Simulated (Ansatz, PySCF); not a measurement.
Reaction R1 → 2 P1, each structure at its B3LYP-D3(BJ)/def2-TZVP stationary point, reached from a drawn start (curvature not checked).
R1: H6Sn2 (SMILES [SnH3][SnH3]), charge 0, multiplicity 1.
P1: H3Sn (SMILES [SnH3]), charge 0, multiplicity 2.

P less R. No zero-point or thermal terms; singlets are restricted closed shells; open shells are unrestricted; no spin–orbit coupling.

Correlated levels freeze the cores. In cc and def2 sets filled d and f shells under p-block atoms count as core. CBS: X⁻³ extrapolation of the correlation energy, Hartree–Fock from the larger set.

The values were computed with Ansatz (Gaussian basis) for Hartree–Fock, density functionals and correlated methods; PySCF for the D3/D4 terms. No computed number here is a measurement. Elements past Kr take the def2 small-core potentials, without spin–orbit coupling.

```tsv
level	reaction energy (kcal/mol)
SVWN5/def2-TZVPP	69.36
BLYP/def2-TZVPP	54.44
BLYP-D4/def2-TZVPP	57.30
revPBE-D3(BJ)/def2-TZVPP	57.13
PBE0-D3(BJ)/def2-TZVPP	61.20
wB97X-V/def2-TZVPP	64.20
MP2/def2-QZVPP	59.42
CCSD/def2-QZVPP	58.24
CCSD(T)/CBS(def2-TZVPP, def2-QZVPP)	[?]
```

Fill in the missing entries.


- CCSD(T)/CBS(def2-TZVPP, def2-QZVPP), reaction energy (kcal/mol): 60.57

Ansatz is a quantum-chemistry and plane-wave program.
